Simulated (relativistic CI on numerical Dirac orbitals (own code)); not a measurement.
## Tm³⁺: N4,5 absorption edge

Computed with this model: Dirac-Coulomb-Breit CI, separate exchange-only KLI orbitals for each configuration, a model potential for QED, valence Slater integrals scaled by 0.7, multiplet model of core-to-valence dipole absorption; configurations [Xe] 4f12 → [Kr] 4d9 4f13 5s2 5p6; 10 K; Lorentzian 0.5 eV and Gaussian 0.2 eV FWHM. Energies are those of the free ion, without screening or charge transfer. The branching ratio is the share of the lower-energy edge in the whole absorption, uncertain by about 0.02 where the edges overlap. S is read from ⟨S²⟩ = S(S + 1).

free ion: ground-state S = 0.99, centroid 180.70 eV. Peaks (eV, height): 175.1 (29), 178.4 (18), 182.6 (100).

Strongest unbroadened transitions for free ion:

```csv
Energy (eV),Relative strength
175.09,28.1
178.43,17.0
182.57,100.0
193.52,0.8
```
